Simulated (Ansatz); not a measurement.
Consider the ligand exchange at the Se–B bond: `FB(F)[SeH]` + `OPO` → `OP(O)[SeH]` + `FBF`.

Calculated with Ansatz (gas phase, PBE0-D4/def2-TZVP geometries, no zero-point term in ΔE). CBS: MP2 limit from def2 TZ/QZ plus the TZ coupled-cluster correction, frozen cores. This one scheme is used for every species. DFT in def2-TZVPP. For Se outer-core shells are correlated without core-valence functions, which leaves a few kJ/mol of doubt a bond. Scalar relativity is left out up to krypton. One conformer a species, not always the lowest.

CCSD(T)/CBS gives +21.1 kJ/mol.

Task: Another level gave +30.5 kJ/mol. Which?
A. RPA@PBE/def2-TZVPP
B. BLYP/def2-TZVPP
C. BLYP-D4/def2-TZVPP
D. ωB97M-V/def2-TZVPP

Result: A. RPA@PBE/def2-TZVPP 30.5, BLYP 14.9, ωB97M-V 22.1, BLYP-D4 9.3 kJ/mol.

Largest T1 diagnostic among the species: 0.013.

From PBE to PBE0 (25 % exact exchange), in def2-TZVPP and without D4, ΔE moves by +5.2 kJ/mol. The D4 term adds −4.7 kJ/mol with B3LYP and −2.5 kJ/mol with PBE0; it sums over pairs of atoms, weighted by their polarisabilities, and B3LYP, whose exchange is more repulsive, gets the larger term.

B3LYP here is the variant with VWN-RPA as its local correlation; programs differ in this.
